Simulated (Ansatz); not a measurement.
C2H5NSi can be A, `CC1=N[SiH2]1`, or B, `[SiH3]C1=CN1`.

Gas-phase electronic energies from Ansatz, PBE0-D4/def2-TZVP geometries. CBS: MP2 limit from def2 TZ/QZ plus the TZ coupled-cluster correction, frozen cores. Functionals use def2-TZVPP.

Question: Which is lower in electronic energy at CCSD(T)/CBS, and by how much? (An estimate is asked.)

Answer: The calculation gave: A, by 50.0 kcal/mol.

Question: Give E(B) − E(A) in kcal/mol with BLYP-D4, ωB97M-V, B2PLYP, CCSD(T)/def2-TZVPP, LDA (SPW92), PBE-D4, HF/def2-TZVPP. (Best estimate.)

Answer: Ansatz gave: BLYP-D4 49.3, ωB97M-V 51.3, B2PLYP 51.1, CCSD(T)/def2-TZVPP 50.5, LDA (SPW92) 51.7, PBE-D4 50.1, HF/def2-TZVPP 51.9. None reverses the order clearly.

Question: Does the order hold for the free energy at 298.15 K (harmonic terms from PBE0-D4)? (Estimate.)

Answer: Ansatz gave: Yes: G(B) − G(A) = +47.3 kcal/mol.

Largest T1 diagnostic: 0.015.

From PBE to PBE0 (25 % exact exchange), in def2-TZVPP and without D4, E(B) − E(A) moves by +1.1 kcal/mol. Leaving LDA and LC-ωPBE aside and taking each functional with its dispersion term where it has one, the values, not all of them listed here, spread over 3.2 kcal/mol, from BLYP-D4 to r2SCAN0-D4. LDA lies +1.6 kcal/mol from PBE without D4.
